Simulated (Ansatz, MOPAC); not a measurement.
System: CH₆BOSi, charge 0, multiplicity 2. SMILES: C[SiH2][B]O

Atoms: C1, Si2, B3, O4, H5, H6, H7, H8, H9, H10. Bonds: C1-Si2, C1-H5, C1-H6, C1-H7, Si2-B3, Si2-H8, Si2-H9, B3-O4, O4-H10.

Bond lengths (Å) and angles (degrees) optimised at PM6 with MOPAC; PM7 with MOPAC; HF/STO-3G with Ansatz (a program for electronic structure), each started from the B3LYP-D3(BJ)/def2-TZVP structure (Ansatz) of the last column. A row stands for all coordinates that are equal there; 10 of 16 kinds are shown. No wavenumbers were computed at HF/STO-3G, so these may be saddle points.

```
coordinate             PM6    PM7  HF/STO-3G  B3LYP-D3(BJ)/def2-TZVP
----------  --------------  -----  ---------  ----------------------
C1-Si2               1.869  1.853      1.869                   1.887
C1-H5                1.100  1.106      1.082                   1.091
C1-H7                1.102  1.105      1.083                   1.092
Si2-B3               2.111  1.951      1.967                   2.014
Si2-H8               1.491  1.457      1.425                   1.487
B3-O4                1.275  1.329      1.333                   1.337
O4-H10               0.875  0.953      0.985                   0.965
C1-Si2-B3            117.5  113.4      114.6                   117.1
Si2-B3-O4            141.1  143.2      123.4                   128.8
Si2-C1-H5   111.7 to 112.2  112.0      111.4                   110.8
```

A range marks coordinates that this level makes unequal.

Mean signed difference of all 9 bond lengths from B3LYP-D3(BJ)/def2-TZVP: PM6 -0.004 Å, PM7 -0.015 Å, HF/STO-3G -0.022 Å.
